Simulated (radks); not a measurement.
The numbers below are computed, except where a source is named.
Ionisation of Kr, [Kr], to Kr+, [Ar] 3d10 4s2 4p5, under several functionals. Dirac Kohn-Sham, spin-unpolarised, spherical densities, finite nucleus; open shells fill j = l - 1/2 first; a radial shooting solver on a logarithmic mesh with Libxc functionals.

functional         E(Kr) (hartree)  Exc (hartree)  IE (eV)  -e(HOMO) (eV)  <r> HOMO (bohr)  IE error (eV)
AM05                   -2787.20988      -93.30237   14.023          9.001            1.958         +0.024
exchange-only PBE      -2788.69728      -94.79792   13.042          8.087            1.986         -0.957
OLYP                   -2791.62922      -97.86005   14.011          8.969            1.956         +0.012
exchange-only LDA      -2783.75855      -89.78439   12.876          7.921            1.982         -1.123
PBEsol                 -2788.66911      -94.78076   14.050          9.032            1.960         +0.051
Wu-Cohen GGA           -2789.91898      -96.05515   14.057          9.033            1.958         +0.057

NIST Atomic Spectra Database: 14.000 eV (measured). Closest: OLYP. The Delta-SCF values span 1.18 eV, the total energies 7.87 hartree. The highest occupied level is 4p3/2. Spin polarisation and multiplet splitting are left out, so open shells lie too high by an amount that depends on their filling.

Beside tabulated values, note that spin-unpolarised runs miss the spin-polarisation part of the exchange energy of open shells.
